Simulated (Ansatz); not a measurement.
Reaction (formal exchange of groups at a Te–C bond): `N[SiH2]C(F)[TeH]` + `BSC` → `CSB[TeH]` + `N[SiH2]CF`

Calculated with Ansatz (gas phase, PBE0-D4/def2-TZVP geometries, no zero-point term in ΔE). CBS: MP2 limit from def2 TZ/QZ plus the TZ coupled-cluster correction, frozen cores. Functionals use def2-TZVPP. B3LYP here is the variant with VWN-RPA as its local correlation; programs differ in this. Elements past krypton have def2 core potentials. For Te outer-core shells are correlated without core-valence functions, which leaves a few kJ/mol of doubt a bond. One conformer a species, not always the lowest.

`N[SiH2]C(F)[TeH]`:

Cartesian coordinates in Å:
```
N 0.417 1.209 -1.287
Si 0.052 0.830 0.337
C 0.350 -1.001 0.747
F 0.203 -1.249 2.100
Te -0.943 -2.248 -0.437
H -0.041 0.747 -2.056
H 1.313 1.584 -1.544
H 0.945 1.659 1.189
H -1.375 1.087 0.658
H 1.353 -1.323 0.446
H -2.272 -1.295 -0.152
```

`BSC`:

```xyz
8

B    -0.847    0.687    1.151
S    -0.712   -0.818    0.270
C     0.643   -0.581   -0.904
H    -0.122    1.607    0.919
H    -1.699    0.727    1.985
H     0.264   -0.716   -1.917
H     1.415   -1.326   -0.711
H     1.058    0.419   -0.794
```

`CSB[TeH]`:

```xyz
9

C     1.333    0.617   -0.890
S     0.364    0.500    0.637
B    -0.949   -0.598    0.214
Te   -2.461   -1.152    1.610
H     1.717   -0.362   -1.172
H     0.726    1.028   -1.695
H     2.168    1.288   -0.690
H    -1.040   -1.075   -0.876
H    -1.857   -0.247    2.862
```

`N[SiH2]CF`:

Cartesian coordinates in Å:
```
N -0.382 -1.534 0.336
Si -0.721 0.110 -0.022
C 0.924 1.039 -0.045
F 1.758 0.467 -1.011
H -1.126 -2.153 0.615
H 0.296 -2.022 -0.229
H -1.396 0.365 -1.330
H -1.586 0.656 1.058
H 0.797 2.099 -0.293
H 1.436 0.972 0.920
```

Task: Is it downhill or uphill in electronic energy at CCSD(T)/CBS, and by how much? (Best estimate.)

Result: Ansatz gave: Downhill: ΔE = -18.8 kcal/mol.

Task: What do these levels give: r2SCAN-D4, B3LYP-D4, ωB97X-V, ωB97M-V, PBE, r2SCAN, PBE0, MP2/def2-TZVPP, HF/def2-QZVPP, HF/CBS(def2), MP2/CBS(def2), CCSD/CBS(def2)? (Best estimate.)

Result: Ansatz gave: r2SCAN-D4 -19.5, B3LYP-D4 -18.3, ωB97X-V -19.1, ωB97M-V -18.5, PBE -19.3, r2SCAN -19.7, PBE0 -20.5, MP2/def2-TZVPP -20.2, HF/def2-QZVPP -21.6, HF/CBS(def2) -21.6, MP2/CBS(def2) -19.5, CCSD/CBS(def2) -19.3 kcal/mol.

Largest T1 diagnostic among the species: 0.014.

From PBE to PBE0 (25 % exact exchange), in def2-TZVPP and without D4, ΔE moves by −1.2 kcal/mol. The D4 term adds +1.2 kcal/mol with B3LYP and +0.6 kcal/mol with PBE0; it sums over pairs of atoms, weighted by their polarisabilities, and B3LYP, whose exchange is more repulsive, gets the larger term. In def2-TZVPP, CCSD(T) changes the Hartree–Fock value by +2.3 kcal/mol (the triples alone add +0.5 kcal/mol) and MP2 by +1.6 kcal/mol.
